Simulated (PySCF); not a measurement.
## BeC⁺ at ωB97X

Computed with ωB97X; basis Be aug-pcseg-1, C aug-pcseg-1; no relativity; PySCF 2.14.

```json
{"state": "⁴Σ⁻ (quartet), unpaired electrons σ ↑, π ↑↑", "bond length": "2.989 bohr", "harmonic wavenumber": "1127 cm⁻¹", "force constant": "3.85 mdyn/Å", "rotational constant Be": "1.309 cm⁻¹", "anharmonicity ωexe": "8.23 cm⁻¹", "vibration–rotation constant αe": "0.0141 cm⁻¹", "well depth De to Be⁺ + C": "2.46 eV", "dissociation energy D0": "2.39 eV", "bond order (Mayer)": "1.15", "dipole moment (positive dipole points towards C; it is taken about the centre of mass and depends on that origin)": "-5.87 D"}
```

For an ion De counts to the pair picked by the measured ionisation energies or electron affinities, which need not be the lowest pair at this level. The state is the lowest determinant that a PBE0 search found; another state may lie lower at other levels.
